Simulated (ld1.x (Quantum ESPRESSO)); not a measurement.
Tc, TM: configuration errors across variants

ld1.x (Quantum ESPRESSO) 7.5 input, shortened:

```
&input
   title='Tc', zed=43., rel=1, dft='PBESOL', iswitch=3,
   config='[Kr] 4d4 5s0 5p0'
 /
 &inputp
   pseudotype=2, tm=.true., lloc=-1, rcloc=1.50,
   nlcc=.true., new_core_ps=.true.
 /
3
4S  1  0   2.00   0.00  1.15  1.15  0.0
4P  2  1   6.00   0.00  1.30  1.30  0.0
4D  3  2   4.00   0.00  1.85  1.85  0.0
 &test
   configts(1)='4s2 4p6 4d4 5s0 5p0'
 /
```

All-electron excitation energies from the reference (eV): (1) 4s2 4p6 4d5 5s2 5p0 -51.726; (2) 4s2 4p6 4d5 5s1 5p0 -43.530; (3) 4s2 4p6 4d5 5s0 5p0 -28.690; (4) 4s2 4p6 4d5 5s0 5p1 -38.896; (5) 4s1 4p6 4d5 5s2 5p0 28.159; (6) 4s2 4p6 4d5 5s1 5p1 -47.924; (7) 4s2 4p5 4d5 5s2 5p0 -0.268.

Errors AE − PS in meV (a dash: test not solved or not reliable):

| change | (1) | (2) | (3) | (4) | (5) | (6) | (7) | bound ghosts |
| --- | --- | --- | --- | --- | --- | --- | --- | --- |
| base | -66 | -40 | +3.9 | +1.8 | -157 | -35 | -143 | none |
| wave 4d (bound): rc 1.85 bohr becomes 4d (bound): rc 1.16 bohr | -66 | -40 | +2.7 | +1.0 | -143 | -35 | -136 | none |
| wave 4d (bound): rc 1.85 bohr becomes 4d (bound): rc 1.40 bohr | -65 | -40 | +3.3 | +1.6 | -147 | -34 | -138 | none |
| wave 4d (bound): rc 1.85 bohr becomes 4d (bound): rc 1.56 bohr | -65 | -40 | +3.4 | +1.7 | -149 | -34 | -138 | none |
| wave 4d (bound): rc 1.85 bohr becomes 4d (bound): rc 1.80 bohr | -66 | -40 | +3.8 | +1.8 | -155 | -35 | -142 | none |
| wave 4d (bound): rc 1.85 bohr becomes 4d (bound): rc 1.96 bohr | -66 | -40 | +4.4 | +2.0 | -163 | -35 | -147 | none |
| wave 4d (bound): rc 1.85 bohr becomes 4d (bound): rc 2.20 bohr | -68 | -40 | +8.0 | +3.7 | -185 | -35 | -162 | none |
| wave 4d (bound): rc 1.85 bohr becomes 4d (bound): rc 2.42 bohr | -71 | -38 | +16 | +8.0 | -216 | -36 | -184 | none |
| wave 4d (bound): rc 1.85 bohr becomes 4d (bound): rc 2.78 bohr | -78 | -31 | +43 | +23 | -271 | -35 | -228 | none |

Give the same row for: wave 4d (bound): rc 1.85 bohr becomes 4d (bound): rc 2.56 bohr.

-73, -37, +24, +12, -235, -36, -199; bound ghosts: none.
